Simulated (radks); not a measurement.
Task: The table gives one normalised radial function P(r) = r R(r) of La3+ in [Kr] 4d10 5s2 5p4 6p2 (r in bohr). Method: scalar-relativistic Kohn-Sham, PBEsol, spin-polarised, spherical densities, point nucleus; open shells are filled with parallel spins first (spin-orbit coupling, left out, can overturn this in heavy ions); computed with a radial shooting solver on a logarithmic mesh with Libxc functionals.

r	P
0.003944	0.1005
0.005345	0.1207
0.007187	0.1390
0.00974	0.1520
0.0131	0.1520
0.01775	0.1293
0.02386	0.0758
0.03234	-0.0157
0.04348	-0.1281
0.05845	-0.2247
0.07922	-0.2386
0.1065	-0.1087
0.1444	0.1486
0.1941	0.3506
0.263	0.2632
0.3536	-0.1445
0.4793	-0.5194
0.6444	-0.3660
0.8733	0.3066
1.174	0.8867
1.591	0.9227
2.139	0.5333
2.876	0.1753
3.898	0.0290
5.241	0.0021
7.103	0.0000
9.55	0.0000

Which n and l does it have? It may be an empty orbital.

Result: n = 5, l = 0: the number of nodes gives n - l - 1 = 4, the rise at small r (about r^(l+1), flatter next to the nucleus through relativity) gives l, and the extent must fit the shell. The curve is that of 5s up; the table hardly tells the two spins apart. 5s up: eigenvalue -72.923 eV, 4 radial nodes at r = 0.0309, 0.122, 0.323, 0.771 bohr, <r> = 1.50 bohr, 90 % of the charge inside 2.13 bohr.
